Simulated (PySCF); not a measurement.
**Does the structure fit the spectrum?**

A compound C8H8FOP gives the data below (simulated from a calculation) and was assigned the structure `CC(=O)c1cpc(F)cc1C`.

13C{1H} NMR (computed): δ 207.4 (C), 155.1 (C), 141.0 (C), 136.3 (CH), 121.2 (CH2), 12.3 (CH), 10.9 (CH2, 2C).

1H NMR (400 MHz, computed): δ 7.03 (m, 1H), 6.30 (m, 1H), 5.52 (m, 1H), 2.05 (m, 1H), 0.98 (m, 2H), 0.96 (m, 2H).

Method: GFN2-xTB structure, shieldings: GIAO PBE0/pcSseg-1, in PySCF (gas phase, fast rotation and ring inversion assumed for equivalent nuclei, one conformer, non-relativistic).

Shifts are taken against calculated references (same method and geometry level): 1H (31.72 ppm), 13C (186.93 ppm) vs TMS.

(1) Compare with the shifts computed for the proposed structure, pairing carbons in order of shift.

(2) Which isomer fits?

## Answers

(1) Mapped SMILES: `[CH3:1][C:2](=[O:3])[c:4]1[cH:5][p:6][c:7]([F:8])[cH:9][c:10]1[CH3:11]`; H(Xn) means a hydrogen on atom n.

```json
{"atom": "C2", "computed for proposal": "212.7", "given list": "207.4", "difference": "+5.3"}
{"atom": "C7", "computed for proposal": "211.5", "given list": "155.1", "difference": "+56.4"}
{"atom": "C5", "computed for proposal": "160.5", "given list": "141.0", "difference": "+19.5"}
{"atom": "C4", "computed for proposal": "150.1", "given list": "136.3", "difference": "+13.8"}
{"atom": "C10", "computed for proposal": "146.9", "given list": "121.2", "difference": "+25.7"}
{"atom": "C9", "computed for proposal": "130.0", "given list": "12.3", "difference": "+117.7"}
{"atom": "C1", "computed for proposal": "34.6", "given list": "10.9", "difference": "+23.7"}
{"atom": "C11", "computed for proposal": "23.3", "given list": "10.9", "difference": "+12.4"}
```

The rms difference is 48.7 ppm and the largest +117.7 ppm at C9 (aromatic CH). The proposal also would give 8 carbon signals, not 7. The carbon types in order of shift don't match either: C, C, CH, C, C, CH, CH3, CH3 for the proposal against C, C, C, CH, CH2, CH, CH2, CH2 in the data. The proposal doesn't fit.

(2) `InChI=1S/C8H8FOP/c1-2-6-7(5-3-4-5)10-8(9)11-6/h2,5H,1,3-4H2`.

δC 207.4: aromatic carbon bearing fluorine; an ipso carbon deshielded by its heteroatom. δC 141.0: substituted aromatic carbon. δC 136.3: alkene CH; as expected for a trigonal carbon in a double bond. δC 121.2: terminal =CH2 carbon; as expected for a trigonal carbon in a double bond.

Other isomers checked: CC(=O)c1cc(C)cpc1F (rms 49.8 ppm); C=C[P@@H](=O)c1ccccc1F (rms 71.7 ppm).

The data come from this structure; uniqueness wasn't tested.

Splittings by 19F and 31P in the carbon and heteronuclear signals aren't shown, as no couplings were computed. Shifts are as computed. Against solution values, carbons near 30 ppm lie about +3 ppm off and those near 130 ppm about +5 ppm. Of 1211 compounds with measured shifts, 218 miss one by over three times the rms of a fit or turn the order of signals round; such compounds aren't used in these exercises. Multiplicities follow the n + 1 count of equivalent neighbours, as no J values were calculated; m marks all less simple cases, F and P coupling included.
